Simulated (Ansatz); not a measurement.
Species: AlBr$_{3}$, SMILES `[Br][Al]([Br])[Br]` (charge 0, multiplicity 1), formula AlBr$_{3}$.

How many basis functions does frozen-core CCSD(T)/cc-pVTZ // r2SCAN-D4/def2-TZVP (Ansatz, a program for electronic structure) use, how many core orbitals are frozen, and how many electrons are correlated?

163 basis functions and 32 frozen orbitals, which leaves 54 correlated electrons (filled d shells below the valence shell are correlated). Core time is of the order of seconds.
